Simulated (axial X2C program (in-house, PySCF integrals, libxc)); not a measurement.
# Nuclear properties of As₂

Calculated with an in-house all-electron X2C program for linear molecules (integrals from PySCF): two-component X2C with atomic mean-field Coulomb and Gaunt terms, Gaussian nuclei, basis As dyall-cv3z with contracted cores.

R = 2.085 Å (near the PBE0 minimum at charge 0 of the determinant lowest at the starting distance; the state shown can have its own minimum elsewhere).

Input and command:
```json
{"zs": [33, 33], "q": 0, "bas": ["dyall-cv3z", "dyall-cv3z"], "r0": 2.42, "levels": ["PBE0", "HF", "PBE50", "TPSSh", "BP86"], "nst": 3}
```
```bash
python soeom.py task.json out
```

Keys: zs atomic numbers; q charge; bas basis sets; r0 starting distance in Å; levels methods; nst determinants followed.

Determinant lowest in the PBE0 search, Ω = 0 (closed shell), highest spinor 95% As p, 4% As d:

| level | qzz As (a.u.) |
| --- | --- |
| PBE0 | -3.24 |
| HF | -3.82 |
| PBE50 | -3.43 |
| TPSSh | -3.10 |
| BP86 | -3.05 |

Determinant 2.39 eV from it at PBE0 and this distance, Ω = 1 (⟨Sz⟩ = 1.00, ⟨Lz⟩ = 0.00 at PBE0), spin on the atoms As 0.50, As 0.50:

```
level  A∥/gI As (MHz)  qzz As (a.u.)
 PBE0            -297          -2.81
   HF            -265          -3.16
PBE50            -290          -2.91
TPSSh            -274          -2.71
 BP86            -283          -2.72
```

A∥ (defined per Ω) follows by multiplying with gI = μI/(I μN); qzz is the electric field gradient, eQq0 = 234.96 MHz × Q/barn × qzz. The operators were transformed with the bare-nucleus X2C matrices; with these basis sets, hyperfine constants and field gradients can be off by tens of per cent, and where levels differ in sign neither size nor sign is settled.

(1) With Q(75As) = 0.311 barn (Q from Pyykkö, Mol. Phys. 2018), turn the PBE0 values of the first state into constants in MHz.

Each state is one determinant with collinear spin, which with several unpaired electrons need not be a pure state. Unrestricted Hartree–Fock can overshoot spin polarisation at the nuclei. A closed determinant beside an open π² or δ² triplet, such as (π1/2)², mixes with its partner pair into the 0⁺ component of the triplet and ¹Σ⁺, so its energy is not that of a level, and 0⁺ can lie lowest. With several open shells hyperfine constants can be off by a factor of several. Open-shell Ω = 0 determinants with evenly filled partner blocks cannot be reached by this program, so the Ω shown need not be the lowest component. The search compared states at one distance, so a state with another bond length can lie lower. PBE0 term energies can be off by some tenths of an eV.

Answers

(1) eQq0(75As) = 234.96 × (0.311) × (-3.24) = -237 MHz.
